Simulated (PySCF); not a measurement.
In(H)2(SiH3) (H5InSi), SMILES [SiH3][InH2].

Coordinates come from a r2SCAN-D4/def2-TZVP optimisation. The def2 effective core potentials stand for the cores of In; spin–orbit coupling is left out.

Method: PySCF with HF/def2-TZVPD.

Isolated molecule, no solvent.

- total energy: -481.03188 hartree
- highest occupied level: -9.70 eV
- lowest empty level: 0.32 eV
- orbital gap: 10.03 eV
- dipole moment: 0.08 D
- quadrupole, principal values (traceless, Buckingham form, about the centre of nuclear charge): -5.78, -3.12, 8.91 D·Å
- mean static polarisability: 69.2 bohr³ (10.26 Å³)
- polarisability, principal values: 55.0, 66.3, 86.4 bohr³
